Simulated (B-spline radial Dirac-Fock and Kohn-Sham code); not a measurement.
Relativistic shifts of the levels of Yb⁺

System: Yb⁺, [Xe] 4f14 6s1.

Both columns are ΔSCF binding energies of the configuration average from an atomic code on a B-spline grid: non-relativistic Hartree-Fock with a point nucleus, and Dirac-Fock with a finite nucleus and the Coulomb interaction alone, averaged over the two j levels with weights 2j+1.

```
shell  Hartree-Fock (eV)  Dirac-Fock (eV)  shift (eV)  shift (%)
   1s            57196.9          61625.5    +4428.60      +7.74
   2s             9373.0          10536.4    +1163.42     +12.41
   2p             8939.3           9321.8     +382.48      +4.28
   3s             2132.6           2416.9     +284.28     +13.33
   3p             1934.4           2040.4     +105.98      +5.48
   3d             1568.9           1555.5      -13.41      -0.85
   4s              432.6            501.2      +68.62     +15.86
   4p              351.0            375.4      +24.32      +6.93
   4d              204.2            201.4       -2.82      -1.38
   4f              18.07            12.40       -5.67     -31.37
   5p              37.38            39.11       +1.74      +4.64
   6s              10.52            11.28       +0.77      +7.29
```

Relativity binds 1s, 2s, 2p, 3s, 3p, 4s, 4p, 5p, 6s more strongly, among those listed most of all 4s in relative terms, and 3d, 4d, 4f more weakly, because the contracted s and p shells screen the nucleus better.

Values without a named source are computed, but for edge energies of neutral atoms, which are taken from tables.
